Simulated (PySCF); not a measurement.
Here is a computed PBE0-D3(BJ)/def2-SVP geometry (Å):
```
atom  x, y, z in Å
C1     3.8298    1.3412    0.8001
C2     2.7014    0.6915    0.1517
C3     1.7757    0.1343   -0.4037
C4     0.6343   -0.5286   -1.0162
C5    -0.5005    0.4698   -1.3748
Si6   -1.4180    0.8672    0.2338
N7    -0.6943    2.2046    1.0262
O8    -1.2439   -0.6336    1.0010
Si9   -0.1696   -1.6924    0.2837
H10    3.5032    2.1966    1.4123
H11    4.3639    0.6438    1.4649
H12    4.5529    1.7206    0.0608
H13    0.9659   -1.0923   -1.9056
H14   -1.2086   -0.0165   -2.0680
H15   -0.1063    1.3625   -1.8847
H16   -2.8734    1.1458    0.1126
H17   -1.1155    2.6034    1.8575
H18    0.3197    2.2351    1.0740
H19    0.8070   -2.2381    1.2657
H20   -0.8978   -2.8161   -0.3829
```

Charge 0, singlet.

Question: Read off the bonds between heavy atoms and their formal orders.

Answer: C1–C2 1.45 Å (single); C2–C3 1.21 Å (triple); C3–C4 1.46 Å (single); C4–C5 1.55 Å (single); C5–Si6 1.89 Å (single); Si6–N7 1.71 Å (single); Si6–O8 1.69 Å (single); O8–Si9 1.67 Å (single); C4–Si9 1.92 Å (single). Bonds to hydrogen (Å): C1–H10 1.10; C1–H11 1.10; C1–H12 1.10; C4–H13 1.10; C5–H14 1.10; C5–H15 1.10; Si6–H16 1.49; N7–H17 1.01; N7–H18 1.02; Si9–H19 1.49; Si9–H20 1.50.

Question: Give the structure as a SMILES string.

Answer: `CC#C[C@@H]1C[Si@H](N)O[SiH2]1`, C5H11NOSi2. Among its features: alkyne, Si–H bond, siloxane link and C–Si bond.

Question: Name the point group.

Answer: C1 (no symmetry element, even within 0.4 Å).

Question: Which rings does it hold (smallest set)?

Answer: C4–C5–Si6–O8–Si9 (5 members, 0.19 Å rms from planarity).

Question: Classify the heavy atoms.

Answer: C1: propargylic carbon; C2: alkyne carbon; C3: alkyne carbon; C4: sp3 carbon bound to silicon; C5: sp3 carbon bound to silicon; Si6: oxygen-bound silicon; N7: silicon-bound nitrogen; O8: siloxane oxygen; Si9: oxygen-bound silicon.

Question: What is the arrangement about N7?

Answer: It has 3 neighbours (Si6, H17, H18) and has angles 120.7°, 117.8° and 111.4°, sum 349.9°, 0.22 Å off the plane of its three neighbours.

Question: What is the arrangement about C4?

Answer: It has 4 neighbours (C3, C5, Si9, H13) and is distorted tetrahedral (angles from 103.9° to 112.2°).
